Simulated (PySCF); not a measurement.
**Spinor energies of Au⁶³⁺ (gold, charge +63)**

Start: [Ne] 3s2 3p4; 3p1/2 filled at m_j = -1/2, +1/2; 3p3/2 filled at m_j = +1/2, +3/2. Calculated with PySCF 2.14 in an uncontracted even-tempered set (17 s from 21 bohr⁻², ratio 2.4; 14 p from 27 bohr⁻², ratio 2.4; 4 d from 94 bohr⁻², ratio 2.6; 4 f from 140 bohr⁻², ratio 2.6): generalised Hartree-Fock with the X2C-1e Hamiltonian and a Gaussian nucleus; one run each with spin-orbit coupling (SO) switched off, then screened by Boettger's factors.

| spinor shell | electrons | ε, spin-free (eV) | ε, screened SO (eV) | weight of nominal j (screened SO) | rms radius, screened SO (bohr) |
| --- | --- | --- | --- | --- | --- |
| 1s1/2 | 2 | -86322.8 | -86283.9 | 1.000 | 0.0190 |
| 2s1/2 | 2 | -19413.4 | -19398.7 | 1.000 | 0.0759 |
| 2p1/2 | 2 | -17484.9 | -18834.4 | 1.000 | 0.0642 |
| 2p3/2 | 4 | -17484.9 | -16946.8 | 1.000 | 0.0718 |
| 3s1/2 | 2 | -7705.4 | -7700.1 | 1.000 | 0.183 |
| 3p1/2 | 2 | -7145.6 | -7488.2 | 1.000 | 0.173 |
| 3p3/2 | 2 | -7145.6 | -7002.9 | 1.000 | 0.186 |

| quantity | spin-free | screened SO |
| --- | --- | --- |
| E (hartree) | -14474.87833 | -14513.43188 |
| M_J | 2 | 2 |
| ⟨J²⟩ | 6.000 | 6.001 |
| ⟨L²⟩ | 2.000 | 3.323 |
| ⟨S²⟩ | 2.000 | 1.412 |

Each row is a mean over spinors that exchange with the open shell spreads, by up to 41.841 eV (3s1/2).

Breit and QED terms are absent; they matter most for the inner s and p1/2 levels.

Densities and radii are taken from the X2C orbitals without a picture-change correction, which distorts them close to the nucleus.

Without spin-orbit coupling the j labels of p, d and f shells carry no meaning; the spin-free column gives the mean over the occupied spinors of each nl shell.
